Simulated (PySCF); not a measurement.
**M06-L on Co(3+) (cobalt, charge +3)**

Configuration: [Ar] 3d6, high-spin 5D determinant. Computed with PySCF 2.14 in cc-pVTZ (7s6p4d2f1g, 68 functions), with the non-relativistic Hamiltonian (point nucleus).

```json
{
 "Total energy": "-1380.552 hartree",
 "One-electron energy": "-1876.901 hartree",
 "Hartree (Coulomb) energy": "554.694 hartree",
 "Exchange-correlation energy": "-58.346 hartree",
 "Kinetic energy": "1379.27943 hartree",
 "⟨S²⟩": "6.0034",
 "⟨L²⟩": "6.006",
 "Sum of ⟨r⟩": "13.92 bohr",
 "Sum of ⟨r²⟩": "12.92 bohr²",
 "Traceless quadrupole moment −½Σ⟨3z² − r²⟩ along its main axis": "0.337 e·bohr²",
 "Density at the nucleus (Gaussians lack the cusp)": "13300 bohr⁻³",
 "Spin density at the nucleus": "0.613 bohr⁻³",
 "Langevin diamagnetic susceptibility": "-10.2 ×10⁻⁶ cm³/mol",
 "Time after the integrals": "4.1 s of wall time on 1 thread of Neoverse-N1 (shared host)"
}
```

```csv
shell,electrons,mean orbital energy (eV),spread (eV),"rms radius, mean of both spins (bohr)"
1s α,1,-7578.3,0,0.0659
1s β,1,-7578.3,0,0.0659
2s α,1,-934.34,0,0.280
2s β,1,-931.10,0,0.280
2p α,3,-813.18,1.086,0.250
2p β,3,-810.81,0.389,0.250
3s α,1,-144.92,0,0.832
3s β,1,-137.52,0,0.832
3p α,3,-107.85,2.035,0.877
3p β,3,-100.77,0.930,0.877
3d α,5,-47.461,2.252,1.03
3d β,1,-42.545,0,1.03
```
